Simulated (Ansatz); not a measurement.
| atom | x (Å) | y (Å) | z (Å) |
| --- | --- | --- | --- |
| C | -0.0029 | -0.0458 | -0.6317 |
| N | 0.0249 | -0.0982 | 0.6485 |
| H | 0.0352 | 0.9194 | 1.0597 |
| H | -0.0159 | -0.9979 | -1.1867 |
| H | -0.0394 | 0.8813 | -1.2322 |

Basis set: 6-31G (spherical functions). Correlated methods keep 2 orbitals frozen. Charge 0, multiplicity 1.

Computed with Ansatz (development build ahead of 0.2.0); each method stands on the lowest determinant of its kind that the runs found. Restricted open shells among the atoms or ions are ROHF, correlated in semicanonical orbitals with singles.

The atomization energy at this shape (free ground-state atoms in the same class of orbitals less the molecule, no zero-point energy) of singlet CH₃N:

```csv
method,atomization energy
RHF,263.48 kcal/mol
```

(1) What does RHF-MP2 give?

Answers

(1) 360.63 kcal/mol.

This basis has no polarisation functions and is too small for such energies, which can lie far from measured ones in either direction.
